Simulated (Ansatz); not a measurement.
`C=C[SiH2][SiH2]Cl` → `C=C[SiH2]Cl` + `[SiH2]`  (silylene formation by 1,1-elimination)

Gas-phase electronic energies from Ansatz, PBE0-D4/def2-TZVP geometries. CBS: MP2 limit from def2 TZ/QZ plus the TZ coupled-cluster correction, frozen cores. This one scheme is used for every species. DFT in def2-TZVPP. B3LYP here is the variant with VWN-RPA as its local correlation; programs differ in this. HSE06 is defined as in plane-wave codes. One conformer a species, not always the lowest.

`C=C[SiH2][SiH2]Cl`:

Cartesian coordinates in Å:
```
C 0.611 -1.798 1.388
C -0.318 -1.047 0.801
Si -0.141 0.786 0.554
Si -0.064 1.258 -1.739
Cl -1.753 0.433 -2.607
H 0.496 -2.872 1.503
H 1.528 -1.370 1.783
H -1.215 -1.534 0.422
H -1.300 1.526 1.126
H 1.114 1.258 1.203
H 1.117 0.645 -2.398
H -0.075 2.714 -2.037
```

`C=C[SiH2]Cl`:

Z-matrix (Å, degrees):
```
Si
C 1 1.848
Cl 1 2.061 2 110.3
H 1 1.483 2 111.9 3 118.2
H 1 1.483 2 109.2 3 -118.9
C 2 1.330 1 121.7 3 118.7
H 2 1.088 1 119.5 3 -61.9
H 6 1.087 2 121.7 1 -1.0
H 6 1.086 2 122.2 1 179.1
```

`[SiH2]`:

Cartesian coordinates in Å:
```
Si -0.699 0.032 -0.131
H 0.461 -0.770 -0.713
H 0.238 0.739 0.843
```

| level | ΔE (kJ/mol) | difference from CCSD(T)/CBS |
| --- | --- | --- |
| BLYP-D4 | 219.9 | -9.0 |
| r2SCAN-D4 | 253.3 | 24.4 |
| HSE06-D4 | 249.7 | 20.8 |
| BHLYP-D4 | 233.0 | 4.1 |
| CAM-B3LYP-D4 | 230.4 | 1.5 |
| ωB97X-V | 240.1 | 11.2 |
| PBE | 236.6 | 7.7 |
| BLYP | 202.4 | -26.5 |
| B3LYP | 213.1 | -15.8 |
| LC-ωPBE | 248.6 | 19.7 |
| RPA@PBE/def2-TZVPP | 202.5 | -26.4 |
| CCSD/def2-TZVPP | 215.8 | -13.1 |
| CCSD(T)/def2-TZVPP | 221.4 | -7.5 |
| HF/def2-QZVPP | 201.2 | -27.7 |
| HF/CBS(def2) | 201.2 | -27.7 |
| MP2/CBS(def2) | 243.8 | 14.9 |
| CCSD(T)/CBS | 228.9 | 0 |

Largest T1 diagnostic among the species: 0.014.

From BLYP to BHLYP (50 % exact exchange), in def2-TZVPP and without D4, ΔE moves by +17.3 kJ/mol. Leaving LDA and LC-ωPBE aside and taking each functional with its dispersion term where it has one, the values spread over 33.4 kJ/mol, from BLYP-D4 to r2SCAN-D4. LDA lies +30.8 kJ/mol from PBE without D4. In def2-TZVPP, CCSD(T) changes the Hartree–Fock value by +20.4 kJ/mol (the triples alone add +5.6 kJ/mol) and MP2 by +35.2 kJ/mol.
